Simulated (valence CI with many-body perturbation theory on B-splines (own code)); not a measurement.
Ba35+: calculated level list

Computed by configuration interaction combined with many-body perturbation theory (CI+MBPT): three valence electrons over a frozen Dirac-Fock core [Ar], a basis of 9 s, 9 p, 10 d, 8 f, 5 g, 3 h, 1 i functions for each j, with the one-electron correlation potential Σ1 (screened to all orders), the two-electron term Σ2, the three-electron term Σ3, Breit, model QED; selected single and double excitations, second order for the rest (own B-spline code, finite nucleus).

No measured spectrum was set against this ion. As an estimate, large intervals hold to a few tenths of a per cent, small ones and those within an open d or f shell to about a per cent. Only levels of the ground parity were solved; by the run's estimate the other parity begins above the list, which can be wrong where configurations are misplaced.

Levels 1 to 19 of 19, with energies above the lowest level, (3d3/2^3) J=3/2. "Leading %" is the weight of the configuration and term that name the level; weights of strongly mixed levels are sums over their largest components and can fall short. In the jj column 3d3/2^4 stands for four electrons in 3d with j = 3/2.

```
No.  Configuration  Term     J  E (cm⁻¹)  Leading %             Leading jj  Second component
  1            3d3    4F   3/2         0         62         3d3/2^3 (91 %)       29 % 3d3 2D
  2            3d3    4F   5/2    111390         89   3d3/2^2 3d5/2 (96 %)       10 % 3d3 2D
  3            3d3    4P   3/2    155390         41   3d3/2^2 3d5/2 (93 %)       32 % 3d3 2P
  4            3d3    4F   7/2    159210         56   3d3/2^2 3d5/2 (84 %)       36 % 3d3 2G
  5            3d3    2G   9/2    171250         43   3d3/2^2 3d5/2 (94 %)       33 % 3d3 2H
  6            3d3    4P   1/2    180330         63   3d3/2^2 3d5/2 (99 %)       37 % 3d3 2P
  7            3d3    4P   5/2    273620         70   3d3/2^2 3d5/2 (64 %)       19 % 3d3 2D
  8            3d3    2G   7/2    280160         54   3d3/2 3d5/2^2 (90 %)       43 % 3d3 4F
  9            3d3    4F   9/2    297030         53   3d3/2 3d5/2^2 (87 %)       47 % 3d3 2H
 10            3d3    2D   3/2    326620         42   3d3/2 3d5/2^2 (98 %)       42 % 3d3 4P
 11            3d3    2P   1/2    341230         63   3d3/2 3d5/2^2 (99 %)       37 % 3d3 4P
 12            3d3    2H  11/2    354380        100  3d3/2 3d5/2^2 (100 %)                  
 13            3d3    2D   5/2    373190         83   3d3/2 3d5/2^2 (67 %)        8 % 3d3 2F
 14            3d3    2F   5/2    392740         61   3d3/2 3d5/2^2 (89 %)       20 % 3d3 4P
 15            3d3    2F   7/2    410170         88   3d3/2 3d5/2^2 (94 %)       10 % 3d3 2G
 16            3d3    2G   9/2    457930         56         3d5/2^3 (93 %)       24 % 3d3 4F
 17            3d3    2P   3/2    471010         50         3d5/2^3 (53 %)       37 % 3d3 2D
 18            3d3    2D   3/2    568860         87   3d3/2 3d5/2^2 (53 %)        9 % 3d3 2P
 19            3d3    2D   5/2    604680         69         3d5/2^3 (85 %)       22 % 3d3 2F
```

The ionisation energy to 3d2 3F_2 of the next ion comes out as 2350.6 eV (NIST: 2349 ± 5 eV (theoretical)). All 19 levels together are meant to be complete up to 628860 cm⁻¹.
